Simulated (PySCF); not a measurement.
**Simulated absorption spectrum**

Compound: C4HCl3O2.
Cartesian coordinates in Å at the GFN2-xTB level; atoms count from 1:
```
atom  x, y, z in Å
O1     2.2619    1.3512    0.8753
C2     1.8752    0.4356    0.2057
O3     2.6634   -0.4537   -0.3950
C4     0.4767    0.1589   -0.0533
C5    -0.7005   -0.0128   -0.2340
C6    -2.0993   -0.2347   -0.4510
Cl7   -2.9160    1.3208   -0.7680
Cl8   -2.3441   -1.3206   -1.8453
Cl9   -2.8059   -0.9835    1.0080
H10    3.5975   -0.2565   -0.2179
```

Level of theory: TDDFT PBE0/def2-SVPD, vertical, gas phase, core orbitals frozen in the response in PySCF.

Computed states:

```
state  E (eV)       f
   S1    4.58  0.0006
   S2    5.39  0.0004
   S3    5.42   0.059
   S4    5.60  0.0050
   S5    5.97  0.0007
   S6    6.12   0.032
```

Each state is given a Gaussian of 0.25 eV full width at half maximum, with ε(max) = 2.175×10⁸ f / Δν̃ (Δν̃ the width in cm⁻¹). The width is an assumption, not a result. The curve ends short of the highest state used, and states not computed would add to its high-energy end.

(1) What does the envelope look like, and where are its maxima?

(2) On this curve, what absorbance would a 10⁻³ mol/L sample give at 254 nm over a 1 cm path?

(3) Does any computed singlet lie in the visible range?

(4) Coming from long wavelengths, where does ε first pass 100 L mol⁻¹ cm⁻¹?

Answers

(1) 
(λ (nm), ε (L mol⁻¹ cm⁻¹)): (224.4, 4511), (226.4, 5981), (228.4, 6589), (230.4, 6015), (232.4, 4566), (234.5, 2823), (236.5, 1501), (238.5, 679), (240.5, 263), (242.5, 88), (244.5, 26), (246.5, 7), (248.5, 2), (250.5, 0), (252.5, 1), (254.5, 2), (256.5, 4), (258.6, 9), (260.6, 17), (262.6, 28), (264.6, 42), (266.6, 54), (268.6, 64), (270.6, 67), (272.6, 64), (274.6, 55), (276.6, 43), (278.6, 31), (280.6, 20), (282.6, 12), (284.7, 7), (286.7, 4), (288.7, 2), (290.7, 1), (292.7, 0), (294.7, 0)

Maxima: 271 nm (4.58 eV), ε about 67, made up of S1 (100%); 228 nm (5.43 eV), ε about 6600, made up of S3 (97%) (ε in L mol⁻¹ cm⁻¹; maxima over ε = 5, shares over 10%).

(2) 254 nm is 4.881 eV, where ε is about 1.3 L mol⁻¹ cm⁻¹, so A = ε c l ≈ 0.0013 (Beer–Lambert, with the gas-phase spectrum and the assumed width).

(3) No computed singlet lies in the visible range (380 to 750 nm); the lowest, at 271 nm, stands 1.32 eV above its violet end (3.26 eV).

(4) At about 242 nm (5.12 eV), 0.54 eV above S1.

On Arm Neoverse V1, one thread, on a shared host, this took 42 s wall (with the writing of density and orbital grids) and 0.96 GiB of memory at its peak.

One conformer stands for the species.
